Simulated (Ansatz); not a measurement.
PBE exchange is replaced step by step with exact exchange (0 % is PBE, 25 % PBE0; no dispersion term), basis def2-TZVP, Ansatz. System: Zr2P2 (the lowest singlet isomer of a short search). The state is a singlet with charge 0. Geometry: PBE-D4/def2-SVP.

Geometry of the singlet:

```xyz
4

Zr   -0.9937    0.5754   -0.8601
Zr    0.9118   -1.0911    0.1905
P     1.3128    1.1707   -0.5238
P    -1.2309   -0.6550    1.1933
```

In the def2 sets Zr takes a core potential; there is no spin–orbit coupling. At PBE-D4/def2-TZVP, PBE0-D4/def2-TZVP the restricted singlet is unstable: a solution with broken spin symmetry lies lower. The restricted singlet is unstable towards broken spin symmetry at other levels; at PBE with 5 % exact exchange/def2-TZVP, PBE with 10 % exact exchange/def2-TZVP, PBE with 15 % exact exchange/def2-TZVP, PBE with 35 % exact exchange/def2-TZVP and others this wasn't settled. The geometry of the singlet was relaxed on an unsound state (restricted singlet, unstable towards broken spin symmetry at other levels and untested here). The order of the spin states hangs on the level: the triplet lies 0.10 eV below the singlet at PBE0-D4/def2-TZVP, but 0.01 eV above it at PBE-D4/def2-TZVP. The singlet is doubtful at PBE0-D4/def2-TZVP (restricted singlet, unstable towards broken spin symmetry). The singlet is doubtful at PBE-D4/def2-TZVP (restricted singlet, unstable towards broken spin symmetry). The structure comes from a short search, and lower isomers may exist.

```json
{"exact exchange (%)": "0", "HOMO (eV)": "-3.93", "LUMO (eV)": "-3.47", "gap (eV)": "0.45"}
{"exact exchange (%)": "5", "HOMO (eV)": "-4.05", "LUMO (eV)": "-3.30", "gap (eV)": "0.75"}
{"exact exchange (%)": "10", "HOMO (eV)": "-4.18", "LUMO (eV)": "-3.13", "gap (eV)": "1.04"}
{"exact exchange (%)": "15", "HOMO (eV)": "-4.31", "LUMO (eV)": "-2.96", "gap (eV)": "1.34"}
{"exact exchange (%)": "25", "HOMO (eV)": "-4.57", "LUMO (eV)": "-2.62", "gap (eV)": "1.94"}
{"exact exchange (%)": "35", "HOMO (eV)": "-4.83", "LUMO (eV)": "-2.29", "gap (eV)": "2.54"}
{"exact exchange (%)": "50", "HOMO (eV)": "-5.24", "LUMO (eV)": "-1.79", "gap (eV)": "3.45"}
```
